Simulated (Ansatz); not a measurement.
A run for Ansatz (a first-principles code): R-B3LYP/def2-TZVPP on F2HOSb (SMILES [OH][Sb]([F])[F]), a point of a torsion scan. Elements past Kr take the def2 small-core potentials; no spin–orbit coupling.

Ansatz 0.2 input:
```yaml
crystal:
  periodic: [false, false, false]
  atoms:
    - {symbol: O, position_ang: [1.01039492, -0.63533672, 0.05159872]}
    - {symbol: Sb, position_ang: [-0.46039289, 0.31888083, 0.79459298]}
    - {symbol: F, position_ang: [-1.35122771, -1.40330427, 1.01672920]}
    - {symbol: F, position_ang: [-1.28829791, 0.52971225, -0.99774739]}
    - {symbol: H, position_ang: [1.75349348, -0.10105204, -0.22422689]}
basis:
  gaussian:
    orbitals: def2-TZVPP
hamiltonian:
  xc: {name: B3LYP}
scf: {lower_state_search: off}
```

The log:

```
WARN ansatz: RAYON_NUM_THREADS=1 ignored (pool sized by the plan → 1); use --threads N
Functional definition: B3LYP
these checks for a lower state are left out or cut short: stability, starts, cluster_reference, orbital_swaps, neighbouring_geometries, increment
integrals: 0.06 GiB planned
958 factors; their error is unknown
mean field: 0.59 GiB planned
mean field evaluation 1: about -14031.8868 eV, gradient 8.2e1 eV
mean field evaluation 2: about -13968.6445 eV, gradient 2.0e2 eV
mean field evaluation 4: about -14041.9025 eV, gradient 2.1e1 eV
mean field evaluation 8: about -14042.5693 eV, gradient 9.0e-2 eV
mean field evaluation 16: about -14042.7243 eV, gradient 6.6e-5 eV
mean field -14042.72425388 eV, -516.0605978298 hartree, gradient 2.2e-6 eV, S^2 0.000000; 0 other end points of the search recorded, 0 dependent functions left out
reference -14042.72445795 eV, -516.0606053291 hartree; 25, 25 occupied and 132, 132 virtual orbitals, 958 factors
Total energy: -14042.72445795 eV, -516.0606053291 hartree
Checks for a lower state left out: stability, starts, cluster_reference, orbital_swaps, neighbouring_geometries, increment
```

The run converged.

Cost: around 2.1 core-seconds (rough).
